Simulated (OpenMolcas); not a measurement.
Fe2+: the spin-orbit constant, Racah parameters, worked from levels

```yaml
Program: OpenMolcas 26.06
Basis: ANO-R2 [6s5p4d2f1g]
Scalar_Hamiltonian: X2C, finite nucleus
Active_space: 6 electrons in 10 orbitals (3d 4d)
State_averaging: 2S+1 = 5 even, 5 roots; 2S+1 = 3 even, 45 roots; 2S+1 = 1 even, 44 roots
Spin-orbit_coupling: RASSI with atomic mean-field integrals over the reference wave functions, term energies averaged over their components
```

Methods: CASSCF; MS-CASPT2, IPEA 0.25 Eh, imaginary shift 0.1 Eh (closed shells correlated: 3s 3p). Measured levels: Corliss and Sugar, J. Phys. Chem. Ref. Data 11, 135 (1982).

**The spin-orbit constant.** For the Hund term 5D of d6, E(J) = (A/2) J(J+1) + constant and ζ = -2S·A = -4A. From J = 0 to J = 4 the energy changes by 10 A.

```
   Source  E(4) - E(0)       A    ζ
   CASSCF       -981.4   -98.1  393
MS-CASPT2       -977.4   -97.7  391
 measured      -1027.3  -102.7  411
```

All in cm-1. MS-CASPT2 is off by -4.9 % and CASSCF by -4.5 %. Both methods take the spin-orbit matrix elements from the reference wave functions, so the second can move ζ only through the term energies and any multistate remixing. Second-order mixing with other terms is absorbed into this ζ.

**Racah parameters.** Above 5D, d6 has 3G at 9B + 4C, 3H at 4B + 4C and 3D at 16B + 4C. The first two fix B and C, and the third tests them; where it misses by thousands of cm-1, two parameters do not describe the configuration (Trees and configuration-interaction terms are left out) and B and C hang on the terms chosen. Term energies are centres of gravity, weighted by 2J + 1.

```json
{"Source": "CASSCF", "3G": "27560", "3H": "21714", "B": "1169", "C": "4259", "C/B": "3.64", "3D from B, C": "35740", "3D found": "35322"}
{"Source": "MS-CASPT2", "3G": "25102", "3H": "20519", "B": "917", "C": "4213", "C/B": "4.59", "3D from B, C": "31524", "3D found": "31042"}
{"Source": "measured", "3G": "24415", "3H": "19829", "B": "917", "C": "4040", "C/B": "4.41", "3D from B, C": "30832", "3D found": ""}
```

Energies in cm-1. From CASSCF to MS-CASPT2, B changes by -21.6 % and C by -1.1 %. Against the measured terms, MS-CASPT2 has B off by 0 % and C by +4.3 %.

CASPT2 does not keep the components of a term degenerate, so their means are used; among the terms shown or strongly mixed into the levels shown the widest spread is 250 cm-1 (3d6 3G, MS-CASPT2). Active for correlation alone: 4d; no level in the range computed is led by a configuration that fills it, so any true level of that kind is missing. Without dynamic correlation excited terms often stand tens of per cent too high (terms of higher spin than the ground term too low), and those without a measured partner can miss by more than the paired ones (holds for CASSCF). Computed and measured levels are paired by configuration, term and J; levels that our copy of the source lacks, or whose pairing is in doubt (as where it misses far off the trend of its configuration), stay unpaired and out of the deviations. Levels of configurations outside the active space are missing.
